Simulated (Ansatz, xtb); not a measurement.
System: CHO, net charge 1, singlet state. It need not be the lowest isomer of its formula. SMILES: [OH+][C]
Geometry from a B3LYP-D3(BJ)/def2-TZVP (Ansatz, a program for electronic structure) optimisation:
```
O
C 1 1.1538
H 1 0.9970 2 180.00
```
Charge +1, spin multiplicity 1.

Harmonic wavenumbers from GFN2-xTB (xtb, at its own minimum), cm⁻¹: 804, 805, 2198, 2911.

**Question.** Give the harmonic wavenumbers at B3LYP-D3(BJ)/def2-TZVP (Ansatz, finite differences of forces, unscaled).

**Answer.** 184, 184, 1964, 3403 cm⁻¹. Zero-point energy 8.2 kcal/mol.

**Question.** From these and the geometry, give the ideal-gas thermochemistry at 298.15 K and 1 atm (rigid rotor, harmonic oscillator).

**Answer.** Point group C∞v, rotational symmetry number 1. Rotational constants 44.73, 44.73 GHz. S(trans) 36.03, S(rot) 11.79, S(vib) 4.58, S(elec, spin only) 0.00, S 52.4 cal/(mol K). H(298) - H(0) 2.81 kcal/mol; G - E(el) -4.6 kcal/mol.
